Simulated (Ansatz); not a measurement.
A nudged elastic band was laid between two geometries of BH₄ISi (7 atoms, charge 0, multiplicity 1).

Theory: RHF/def2-SVP in Ansatz.

* movable images: 5
* climbing image: yes
* spring: 5.0 eV/Å²
* optimiser: quadratic models (default)
* start path: IDPP
* force threshold: 0.05 eV/Å
* iteration limit: 60
* end points: relaxed

Image 0:

```xyz
7
Properties=species:S:1:pos:R:3
B -1.088 0.047 -0.678
Si 0.660 0.172 0.360
I 1.340 -2.016 1.322
H -1.703 -0.971 -0.794
H -1.517 1.041 -1.194
H 0.537 1.113 1.496
H 1.770 0.613 -0.513
```

Image 6:

```xyz
7
Properties=species:S:1:pos:R:3
B -1.094 0.012 -0.609
Si 0.633 0.314 0.410
I 1.534 -2.012 0.493
H -2.100 -0.275 -0.026
H -1.106 0.045 -1.806
H 0.487 0.770 1.808
H 1.646 1.146 -0.271
```

Question: What changes between the two ends?

Answer: No bond is made or broken. The dihedral H5–B1–Si2–H6 goes from 61 to 157°.

Question: What energy profile does the band end with?

Answer: The run converged. The highest image is number 0 of 0 to 6, 0.0 kJ/mol above the first end and 4.0 kJ/mol above the last; the last end lies 4.0 kJ/mol below the first. The highest image is an end point: on this band no image between the ends rises above it.

```json
{"image": "0", "path coordinate (Å)": "0.00", "energy (kJ/mol)": "0.0", "dihedral H5–B1–Si2–H6 (°)": "61"}
{"image": "1", "path coordinate (Å)": "0.30", "energy (kJ/mol)": "-0.1", "dihedral H5–B1–Si2–H6 (°)": "74"}
{"image": "2", "path coordinate (Å)": "0.66", "energy (kJ/mol)": "-0.3", "dihedral H5–B1–Si2–H6 (°)": "90"}
{"image": "3", "path coordinate (Å)": "1.02", "energy (kJ/mol)": "-1.0", "dihedral H5–B1–Si2–H6 (°)": "106"}
{"image": "4", "path coordinate (Å)": "1.38", "energy (kJ/mol)": "-2.0", "dihedral H5–B1–Si2–H6 (°)": "123"}
{"image": "5", "path coordinate (Å)": "1.74", "energy (kJ/mol)": "-3.4", "dihedral H5–B1–Si2–H6 (°)": "140"}
{"image": "6", "path coordinate (Å)": "2.11", "energy (kJ/mol)": "-4.0", "dihedral H5–B1–Si2–H6 (°)": "157"}
```

The run took 24 s on 1 thread of AMD EPYC 9R45 96-Core Processor (Zen 5) (shared host), peak memory 0.25 GiB.
